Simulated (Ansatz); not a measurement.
Molecule: sum formula H5Si2O3 (charge 0, doublet). It need not be the lowest isomer of its formula. SMILES: O[Si](O)(O)[SiH2]
Coordinates optimised at B3LYP-D3(BJ)/def2-TZVP (Ansatz, an electronic-structure program):
```
Si
O 1 1.6392
H 2 0.9624 1 118.18
O 1 1.6424 2 109.55 3 -47.74
H 4 0.9612 1 116.73 2 141.88
O 1 1.6533 2 113.20 3 67.60
H 6 0.9608 1 118.08 2 65.90
Si 1 2.3289 2 104.16 3 -167.95
H 8 1.4861 1 114.45 2 -54.73
H 8 1.4863 9 109.17 1 128.29
```
Charge 0, spin multiplicity 2.

Property: atomisation energy (electronic, to ground-state atoms), in kcal/mol. Valence correlation only, unless marked. Open shells are spin-unrestricted. No spin-orbit coupling. Non-relativistic. The coupled-cluster limit lacks core correlation, which all-electron functionals hold. CBS(X,Y): correlation extrapolated as X^-3; Hartree-Fock from the larger set.

```json
[
 {"level": "SVWN5/def2-TZVPD", "program": "Ansatz", "atomisation energy (kcal/mol)": "994.4"}
]
```

Question: Predict the CCSD(T)/CBS(cc-pV(T+d)Z,cc-pV(Q+d)Z) result (Ansatz).

Answer: 873.0 kcal/mol, so SVWN5/def2-TZVPD differs from it by 121.4 kcal/mol.
